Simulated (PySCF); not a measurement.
Harmonic spectrum computed at PBE0 in the def2-TZVP basis family (core potentials from Rb on, PySCF, no spin–orbit coupling):

```
ω (cm⁻¹)  IR (km/mol)
     151         13.9
     557         33.2
     594          103
```

Question: Which molecule gave it? In each, all ligands are bound to the one heavy central atom.
A. GeOF (doublet)
B. SbOF (singlet)
C. SOF (doublet)
D. BiOF (singlet)
E. SnOF (doublet)

Answer: E. It has Cs symmetry with Sn–F 1.935 Å, Sn–O 1.994 Å.
